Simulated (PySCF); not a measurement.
Cl4Se, SMILES [Se](Cl)(Cl)(Cl)Cl (connectivity only; charge and spin as stated), charge -1, multiplicity 2.

Coordinates come from a B3LYP-D3(BJ)/def2-SVPD optimisation. The spin state was assumed, not searched. The isomer is the one that the SMILES or the coordinates give; other isomers of the formula were not compared.

Method: PySCF with r2SCAN/def2-SVPD.

The molecule is in vacuum.

total energy: -4241.53264 hartree
point group: C4v
α spin, highest occupied and lowest empty level: -2.70 and 0.73 eV
β spin, highest occupied and lowest empty level: -3.11 and -1.67 eV
dipole moment about the centre of nuclear charge: 0.64 D
mean static polarisability: 131.5 bohr³ (19.49 Å³)
polarisability, principal values: 72.3, 161.1, 161.1 bohr³
⟨S²⟩: 0.753 (pure state 0.75)
